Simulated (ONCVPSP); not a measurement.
**What one change does to a pseudopotential (phosphorus, ONCV)**

ONCVPSP 4.0.1 input, shortened (lines: element, Z, core and valence counts, functional; n l f; lmax; l rc ep ncon nbas qcut; lloc lpopt rc5 dvloc0; l nproj debl; icmod fcfact rcfact), PBE, scalar-relativistic:

```
  P 15.00    3    2        4      upf
    1    0    2.00
    2    0    2.00
    2    1    6.00
    3    0    2.00
    3    1    3.00
    2
    0    1.35    0.00    4    8    4.10
    1    1.25    0.00    3    6    6.70
    2    1.40    0.16    4    9    6.20
    4    5    0.90    0.00
    0    2    3.50
    1    3    0.80
    2    2    2.00
    2    0.40    0.90
```

All-electron outer shells of the reference configuration (PBE, scalar-relativistic, ld1.x):

```json
{"shell": "2s", "level (eV)": "-173.99", "outermost node (bohr)": "0.14", "outermost maximum (bohr)": "0.42"}
{"shell": "2p", "level (eV)": "-124.49", "outermost node (bohr)": "–", "outermost maximum (bohr)": "0.36"}
{"shell": "3s", "level (eV)": "-13.97", "outermost node (bohr)": "0.65", "outermost maximum (bohr)": "1.58"}
{"shell": "3p", "level (eV)": "-5.51", "outermost node (bohr)": "0.64", "outermost maximum (bohr)": "1.83"}
```

Change: functional PBEsol.

Cutoffs: the cutoffs (Ha) at which the residual kinetic energy of the hardest occupied pseudo-wave falls to 1 and 0.1 mHa per electron; they do not see the model core or the augmentation charge, which bear on the density cutoff. Errors are all-electron minus pseudo energies relative to the spin-unpolarised reference configuration.

Task: Predict the effect on cutoff, ghosts and configuration errors.

Result: The potential gets neither clearly harder nor softer (17 Ha and 69 Ha → 17 Ha and 69 Ha); both files keep a bound ghost (p); of the 4 tests that both files solve, the error grows in 0 and shrinks in 2 by more than 15 % and 0.3 meV (median size 3.3 → 2.6 meV).

| quantity | base | changed |
| --- | --- | --- |
| cutoff, loose | 17 Ha | 17 Ha |
| cutoff, tight | 69 Ha | 69 Ha |
| loose cutoff by channel | s 11 Ha, p 17 Ha | s 11 Ha, p 17 Ha |
| bound ghosts | p | p |
| GHOST(+) flags under 300 eV | s at 118.8 eV | s at 119.9 eV |
| error for 3s2 3p2, meV [ΔE 9.73 → 9.70 eV] | -1.4 | -1.5 |
| error for 3s2 3p1, meV [ΔE 28.88 → 28.81 eV] | +5.3 | +3.8 |
| error for 3s2 3p0, meV [ΔE 58.62 → 58.52 eV] | +46 | +36 |
| error for 3s2 3p2.5, meV [ΔE 3.77 → 3.76 eV] | -0.9 | -0.9 |
| s: phases at 1.37 bohr within 0.05 rad from the reference energy up to (Ha; the scan ends near 5) | 4.3 | 4.3 |
| p: phases at 1.27 bohr within 0.05 rad from the reference energy up to (Ha; the scan ends near 5) | to the end of the scan | to the end of the scan |
| d: phases at 1.42 bohr within 0.05 rad from the reference energy up to (Ha; the scan ends near 5) | to the end of the scan | to the end of the scan |
| rms error of d²Exc/dni dnj with the model core, mHa | 0.86 | 0.40 |

 A true bound ghost makes a file unfit for plane-wave use even where its test errors are small: the radial tests pick states by their node count and pass the ghost by.
